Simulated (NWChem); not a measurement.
# Correlation energy of phosphorus nitride (NP)

```xyz
2

N      0.0000     0.0000     1.0149
P      0.0000     0.0000    -0.4736
```
Charge 0, spin multiplicity 1.

The numbers come from NWChem runs, not from measurements. The geometry was optimised at PBE0/def2-SVP, a minimum by its harmonic frequencies.

Basis set: def2-QZVP. Each correlation energy counts from its own Hartree-Fock reference.

The correlated methods keep 6 core orbitals frozen. Coupled-cluster values serve here as a point of comparison, not as the truth.

Question: One of these methods gave a correlation energy of -371.0 mHa. Which?
A. MP2
B. SCS-MP2
C. CR-CCSD[T]
D. CCSD+T(CCSD)

Answer: A, MP2. The others give -365.6 (SCS-MP2), -385.8 (CR-CCSD[T]), -391.8 (CCSD+T(CCSD)).
